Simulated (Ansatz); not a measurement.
Geometry optimisation, RKS PBE0-D4/def2-SVP in Ansatz.

Input:

```yaml
crystal:
  periodic: [false, false, false]
  atoms:
    - { symbol: C, position_ang: [-0.2411, 0.7542, -0.2024] }
    - { symbol: Sb, position_ang: [-0.4157, -1.0693, 0.8731] }
    - { symbol: F, position_ang: [-0.77796, -0.06191, 2.52205] }
    - { symbol: F, position_ang: [-2.38438, -1.12825, 0.49023] }
    - { symbol: H, position_ang: [-1.2087, 0.9288, -0.8348] }
    - { symbol: H, position_ang: [-0.1892, 1.655, 0.5021] }
    - { symbol: H, position_ang: [0.6195, 0.782, -0.8826] }
basis:
  gaussian: { orbitals: def2-SVP }
hamiltonian:
  xc: pbe0
  dispersion: d4
relax:
  f_tol: 0.015
  max_steps: 40
```

Command:

```bash
$ ansatz run input.yaml --threads 1 --pin off --max-ram 2048MiB --backend cpu --events-out ev --progress --plain --runs-dir out
```

Q: Where does it end, and by what steps?

A: The run converged. After 5 steps the energy has fallen by 0.240 eV; Sb2 moved furthest, 0.09 Å.

| step | energy less start (eV) | largest force component (eV/Å) | accepted |
| --- | --- | --- | --- |
| 0 | 0.0000 | 2.124 | yes |
| 1 | -0.1413 | 0.992 | yes |
| 2 | -0.2333 | 0.273 | yes |
| 3 | -0.2390 | 0.071 | yes |
| 4 | -0.2398 | 0.016 | yes |
| 5 | -0.2398 | 0.002 | yes |

```xyz
7
Properties=species:S:1:pos:R:3
C -0.262 0.801 -0.233
Sb -0.486 -1.016 0.892
F -0.750 -0.079 2.566
F -2.369 -1.175 0.470
H -1.176 0.931 -0.829
H -0.174 1.624 0.491
H 0.620 0.775 -0.889
```

Whether the end is a true minimum wasn't checked by a vibrational analysis.

Run time: 24 s on 1 thread of Arm Neoverse V2, on a shared host, peak memory 0.17 GiB.
